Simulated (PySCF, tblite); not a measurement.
Isomers of C8H6F2, one GFN2-xTB conformer each. Single-point energies are computed at PBE0/pcSseg-1 (PySCF, gas phase, no added dispersion term), electronic only.

```csv
SMILES,GFN2-xTB relative energy (kcal/mol)
C#C[C@@H]1C(=C)/C(=C\F)[C@H]1F,6.8
C#C/C=C1/C(=C)CC1(F)F,0.0
C=C1C=C/C1=C(F)/C=C/F,1.4
```

Conformers: `[CH2:1]=[C:2]1[CH:3]=[CH:4]/[C:5]1=[C:6]([F:7])/[CH:8]=[CH:9]/[F:10]` with C5–C6–C8–C9 180°.

**Question.** What does PBE0/pcSseg-1 give for the same structures?

**Answer.** 
```tsv
SMILES	PBE0/pcSseg-1 E (Eh)	PBE0/pcSseg-1 (kcal/mol)	GFN2-xTB (kcal/mol)	point group
C=C1C=C/C1=C(F)/C=C/F	-507.40915	0.0	1.4	Cs
C#C/C=C1/C(=C)CC1(F)F	-507.40067	5.3	0.0	Cs
C#C[C@@H]1C(=C)/C(=C\F)[C@H]1F	-507.38103	17.6	6.8	C1
```

GFN2-xTB puts C#C/C=C1/C(=C)CC1(F)F lowest instead; measured from each level's own lowest isomer, the values differ by up to 10.8 kcal/mol (C#C[C@@H]1C(=C)/C(=C\F)[C@H]1F: 6.8 against 17.6). As drawn, the highest has a C≡C bond, which the lowest lacks.

**Question.** Which frontier levels, dipoles and rotational constants go with these structures?

**Answer.** 
```csv
SMILES,"HOMO (eV, PBE0/pcSseg-1)",LUMO (eV),dipole (D),"A, B, C (MHz)"
C=C1C=C/C1=C(F)/C=C/F,-6.35,-1.48,1.57,"2558, 754.9, 582.9"
C#C/C=C1/C(=C)CC1(F)F,-6.92,-2.30,2.24,"1928, 1144, 826.0"
C#C[C@@H]1C(=C)/C(=C\F)[C@H]1F,-7.04,-1.53,0.95,"2008, 964.8, 711.2"
```

**Question.** What happens when harmonic zero-point energies from GFN2-xTB frequencies are added?

**Answer.** 
| SMILES | ZPE (kcal/mol) | electronic (kcal/mol) | with ZPE (kcal/mol) |
| --- | --- | --- | --- |
| C=C1C=C/C1=C(F)/C=C/F | 69.3 | 0.0 | 0.0 |
| C#C/C=C1/C(=C)CC1(F)F | 68.8 | 5.3 | 4.8 |
| C#C[C@@H]1C(=C)/C(=C\F)[C@H]1F | 69.1 | 17.6 | 17.4 |

The zero-point energies span 0.5 kcal/mol. The order is unchanged.
